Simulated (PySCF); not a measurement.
A PySCF script (with the pyscf-properties extension) for the NMR shieldings of SMILES B[C@H]1COCC[SiH2]1, C$_{4}$H$_{11}$BOSi, on a GFN2-xTB geometry:

```python
import basis_set_exchange as bse
import numpy as np
from pyscf import gto, dft
from pyscf.prop import nmr

atoms = """
B     2.351157    0.908944    0.384205
C     1.085552    0.444261   -0.365091
C     0.856628   -1.065961   -0.480550
O    -0.365314   -1.431805   -1.086718
C    -1.500033   -1.245922   -0.278184
C    -1.875532    0.225760   -0.083758
Si   -0.392127    1.185442    0.622870
H     2.769740    1.985693    0.201451
H     2.867638    0.212695    1.170568
H     0.996598    0.873775   -1.366605
H     0.935539   -1.535951    0.511708
H     1.621552   -1.505740   -1.128272
H    -1.339717   -1.718901    0.704059
H    -2.304907   -1.782196   -0.791022
H    -2.169720    0.636720   -1.050028
H    -2.744819    0.284253    0.569259
H    -0.525679    2.625987    0.391593
H    -0.275315    0.909264    2.062859
"""
names = dict.fromkeys(["B", "C", "O", "Si", "H"], "pcSseg-1")
basis = {el: gto.basis.parse(bse.get_basis(n, elements=[el], fmt="nwchem")) for el, n in names.items()}
mol = gto.M(atom=atoms, basis=basis, charge=0, verbose=0)
mf = dft.RKS(mol, xc="PBE0")
mf.grids.level = 2
mf.grids.alignment = dft.numint.BLKSIZE   # the property module wants whole blocks of grid points
mf.conv_tol = 1e-9
mf.kernel()

calc = nmr.RKS(mf)   # GIAO
C = mf.mo_coeff
Co = C[:, mf.mo_occ > 0]
resp = mf.gen_response(singlet=True, hermi=2)
def vind(x):   # induced exchange potential for any number of trial vectors
    d = np.einsum("pi,xij,qj->xpq", C, 2 * x.reshape(-1, C.shape[1], Co.shape[1]), Co, optimize=True)
    return np.einsum("xpq,pi,qj->xij", resp(d - d.transpose(0, 2, 1)), C, Co, optimize=True).ravel()
mo1, _ = nmr.rhf.solve_mo1(calc, with_cphf=vind)
sigma = calc.kernel(mo1)
for i, s in enumerate(sigma):   # ppm
    print("%2d %-2s %9.2f" % (i, mol.atom_pure_symbol(i), np.trace(s) / 3))
```

Q: What does it print?

A: 
```
 0 B      22.63
 1 C     141.43
 2 C     111.01
 3 O     278.77
 4 C     116.25
 5 C     176.58
 6 Si    420.36
 7 H      24.43
 8 H      24.45
 9 H      28.82
10 H      27.86
11 H      26.94
12 H      28.25
13 H      27.13
14 H      30.49
15 H      31.08
16 H      27.64
17 H      27.81
```

These numbers come from an equivalent density-fitted implementation of the same equations, which agrees with the script to about 0.01 ppm for H and up to a few tenths of a ppm for heavy atoms, so last digits may differ.

Size and cost of the density-fitted run: 181 basis functions, 65 s wall time on 1 thread of an Arm Neoverse N1, shared host; peak memory 0.82 GiB.
